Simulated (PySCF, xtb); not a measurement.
B(Cl)(I)(Me) (CH3BClI), SMILES ClB(I)C.

GFN2-xTB (xtb) at its own geometry gives an orbital gap of 4.03 eV and a dipole moment of 4.15 D.

Geometry optimised at PBE-D3(BJ)/def2-SVP. The def2 effective core potentials stand for the cores of I; spin–orbit coupling is left out.

What does PBE/def2-TZVP (PySCF) give? (The exact figures need the calculation; the answer reports its results.)

gap 3.93 eV (levels -6.46 and -2.53 eV), dipole 1.34 D.
